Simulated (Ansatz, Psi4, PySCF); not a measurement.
Molecule: C₂H₃O, charge 0, multiplicity 2. SMILES: [H]/[C]=C/O
Geometry from a B3LYP-D3(BJ)/def2-TZVP (Ansatz, a first-principles code) optimisation:
```xyz
6

C     -0.7662     0.7404     0.6742
C      0.1482     0.3359    -0.1693
O      0.5242    -0.9506    -0.4252
H     -1.2062     1.6558     1.0216
H      0.7227     1.0337    -0.7766
H     -0.0025    -1.5432     0.1277
```
Charge 0, spin multiplicity 2.

Property: atomisation energy, in kcal/mol. Set-up: atomisation electronic, to ground-state atoms; dispersion terms only where a functional's name holds one; UHF or UKS for open shells; six Cartesian d functions in 6-31G* and its kin unless marked 5d; valence correlation only; non-relativistic; spin-orbit terms left out; LANL2DZ all-electron up to Ne; 6-311+G** with 5d. First-principles rows: single points at B3LYP-D3(BJ) geometries (Ansatz). A UHF reference is markedly spin-contaminated in at least one set, which strains HF and MP2.

```
level                           program  atomisation energy (kcal/mol)
-----------------------  --------------  -----------------------------
HF/STO-3G                        Ansatz                          418.3
HF/LANL2DZ                       Ansatz                          340.2
SVWN5/6-31G*                     Ansatz                          638.5
PBE/6-31G*                       Ansatz                          563.9
BLYP/6-31G*                      Ansatz                          545.0
B3LYP/6-31G*                     Ansatz                          540.6
B3LYP/6-31+G*                    Ansatz                          537.6
B3LYP/6-31G**                    Ansatz                          546.3
B3LYP/cc-pVDZ                    Ansatz                          536.9
B3LYP/6-311+G**                  Ansatz                          542.5
wB97X-D/6-31G*                     Psi4                          541.4
MP2/STO-3G                       Ansatz                          477.7
MP2/6-311+G**                    Ansatz                          517.8
B3PW91/6-31G* (5d)                PySCF                          544.6
B3LYP/def2-TZVPD                 Ansatz                          546.3
B3LYP-D3(BJ)/def2-TZVPD  Ansatz + dftd3                          549.2
wB97X-V/def2-TZVPD               Ansatz                          545.5
```

No value to compare with is used here. The 14 habitual levels span 340.2 (HF/LANL2DZ) to 638.5 kcal/mol (SVWN5/6-31G*); B3LYP/def2-TZVPD gives 546.3.

The levels are drawn from those run, B3LYP/6-31G* more often than the rest, none by its result; left out are runs that failed, that the program found above a lower state of the same kind, or whose <S^2> lies over 0.5 above the pure value.
